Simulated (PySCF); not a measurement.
Potential energy of SrBi along the bond

Set-up: basis Sr def2-SVP with ECP28, Bi def2-SVP with ECP60; scalar-relativistic core potentials; PySCF 2.14. Energies in eV from Sr + Bi in their ground configurations at the same level. All curves are PBE0. state 1: ⁴Σ⁻ (quartet), unpaired electrons σ ↑, π ↑↑; state 2: ²Π (doublet), unpaired electrons π ↑, a second solution, started from another occupation; state 3: Ms = 0.5 determinant of mixed spin (⟨S²⟩ near 1.8), unpaired electrons σ ↓, π ↑↑, a second solution, started from another occupation; state 4: Ms = 0.5 determinant of mixed spin (⟨S²⟩ near 1.8), unpaired electrons σ ↑, π ↑↓, a mixture of terms (⟨Lz²⟩ = 2.0), a second solution, started from another occupation.

```csv
R (Å),state 1,state 2,state 3,state 4
2.884,-0.4237,-0.7415,-0.3442,-0.0942
3.019,-0.6948,-0.8111,-0.6126,-0.3622
3.153,-0.8380,-0.7765,-0.7489,-0.4991
3.253,-0.8861,-0.7069,-0.7892,-0.5405
3.354,-0.8976,-0.6134,-0.7907,-0.5436
3.455,-0.8822,-0.5046,-0.7630,-0.5184
3.589,-0.8331,-0.3463,-0.6936,-0.4537
3.756,-0.7443,-0.1406,-0.5733,-0.3419
3.958,-0.6217,0.1029,-0.4037,-0.1873
4.226,-0.4625,0.4048,-0.1697,0.0183
```

Problem. Put a parabola through the three lowest points of the state 1 curve and estimate Re, k and ωe (reduced mass 61.88 u; 1 eV/Å² = 0.16022 mdyn/Å; ωe = 1302.8·√(k/μ) cm⁻¹).

Solution. Through R = 3.253, 3.354, 3.455 Å the second-order coefficient is 1.32 eV/Å², so Re ≈ 3.347 Å, k ≈ 0.422 mdyn/Å and ωe ≈ 108 cm⁻¹. A polynomial fit of higher order to the unrounded PBE0 energies gives Re = 3.342 Å, k = 0.439 mdyn/Å, ωe = 110 cm⁻¹; anharmonicity and rounding make the difference.

The higher-order fit for each curve: state 1: Re = 3.342 Å, ωe = 110 cm⁻¹, De = 0.90 eV; state 2: Re = 3.031 Å, ωe = 155 cm⁻¹, minimum 0.81 eV below the ground-state fragments; state 3: Re = 3.307 Å, ωe = 120 cm⁻¹, minimum 0.79 eV below the ground-state fragments; state 4: Re = 3.312 Å, ωe = 118 cm⁻¹, minimum 0.55 eV below the ground-state fragments.

⟨S²⟩ of the unrestricted solution departs from its pure value on part of the curve, where spin states mix. Spin–orbit coupling is left out, which matters for elements this heavy, above all for dissociation energies. The state was picked by a PBE0 search and need not be the measured ground state.
